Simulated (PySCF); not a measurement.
**Working out the excitation energy of As**

As [Ar] 3d10 4s2 4p3 (4S) → As [Ar] 3d10 4s1 4p4 (4P). Computed with PySCF 2.14 in def2-TZVPPD (7s5p5d1f, 54 functions), with no relativity, point nucleus. Frozen: [Ar] 3d10. Energies in hartree (1 hartree = 27.21139 eV):

```tsv
part	As (lower)	As (upper)
UHF	-2234.194503	-2233.892403
CCSD correlation	-0.085990	-0.100571
(T)	-0.002888	-0.009254
```

Problem. What does Hartree-Fock give?

Solution. (-2233.892403) − (-2234.194503) = 0.302100 hartree = 8.221 eV.

Problem. What do CCSD and CCSD(T) give?

Solution. The CCSD correlation energies differ by -0.014581 hartree = -0.397 eV and the triples by -0.006366 hartree = -0.173 eV, so CCSD gives 7.824 eV and CCSD(T) 7.651 eV.

The calculation is non-relativistic.

The coupled-cluster amplitudes are large, so a single reference is strained.
